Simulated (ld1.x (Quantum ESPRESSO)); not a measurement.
## Plane-wave convergence, TM potential for sulfur

* Element: S (Z = 16)
* Generator: ld1.x (Quantum ESPRESSO) 7.5
* Type: norm-conserving Troullier–Martins (Kleinman–Bylander form)
* Functional: Wu–Cohen
* Relativity: scalar-relativistic
* Frozen core: [Ne]
* Valence charge: 6
* Reference configuration: 3s2 3p4
* Partial waves: 3s (bound): rc 1.50 bohr; 3p (bound): rc 1.70 bohr; 3d channel at 0.1 Ry: rc 1.65 bohr
* Local potential: all-electron potential smoothed inside 1.60 bohr (lloc = -1)
* Core correction: Bessel-smoothed model core inside 1.05 bohr

The pseudo-atom Hamiltonian at the reference potential is diagonalised in spherical Bessel functions j_l(qr) that vanish at 20 bohr, with q² up to the cutoff. All-electron valence levels (Ry): 3s -1.2647, 3p -0.5131.

Q: How do the lowest levels (Ry) of each channel move with the cutoff, and are there ghosts?

A:

| cutoff (Ry) | s #1 | p #1 | d #1 | d #2 | f #1 | f #2 | Σ f·Δε (mRy) |
| --- | --- | --- | --- | --- | --- | --- | --- |
| 8 | -1.1545 | -0.4933 | 0.0712 | 0.1589 | 0.1175 | 0.2503 | 300.0 |
| 15 | -1.2330 | -0.5117 | 0.0710 | 0.1574 | 0.1175 | 0.2503 | 69.5 |
| 25 | -1.2596 | -0.5126 | 0.0709 | 0.1563 | 0.1175 | 0.2503 | 12.8 |
| 40 | -1.2616 | -0.5131 | 0.0708 | 0.1557 | 0.1175 | 0.2503 | 6.5 |
| 55 | -1.2643 | -0.5132 | 0.0708 | 0.1556 | 0.1175 | 0.2503 | 1.1 |
| 80 | -1.2646 | -0.5132 | 0.0708 | 0.1556 | 0.1175 | 0.2503 | 0.4 |
| 400 | -1.2648 | -0.5132 | 0.0708 | 0.1556 | 0.1175 | 0.2503 | 0.0 |

Result: no extra level below or beside the all-electron valence levels (s, p, d, f tested); 10 mRy is reached at 35 Ry and 1 mRy at 60 Ry.
